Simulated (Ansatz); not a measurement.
Ag5H4⁺. Charge 1, multiplicity 1. Geometry PBE-D4/def2-SVP; atoms count from 1.

```csv
atom,x (Å),y (Å),z (Å)
Ag1,-0.210,2.104,0.741
Ag2,-0.383,-1.634,-0.382
Ag3,2.183,-1.945,-1.714
Ag4,-2.202,0.289,0.269
Ag5,1.693,0.255,0.117
H6,-2.140,-1.412,-0.290
H7,1.474,-1.586,-0.146
H8,1.570,1.957,0.597
H9,-1.985,1.973,0.809
```

In the def2 sets Ag takes a core potential; there is no spin–orbit coupling. The structure comes from a short search, and lower isomers may exist.

Estimate the Mulliken populations from the PBE0/def2-TZVP orbitals of Ansatz.


```
atom  charge (e)  d electrons
 Ag1        0.16         9.84
 Ag2        0.10         9.85
 Ag3        0.44         9.91
 Ag4        0.16         9.84
 Ag5        0.10         9.85
  H6        0.00            –
  H7        0.07            –
  H8        0.00            –
  H9       -0.01            –
```
Mulliken values depend strongly on the basis.

And the Mayer bond orders between heavy atoms (over 0.3)?

Ag1–Ag4 0.36 (2.74 Å); Ag1–Ag5 0.39 (2.73 Å); Ag2–Ag4 0.39 (2.73 Å).
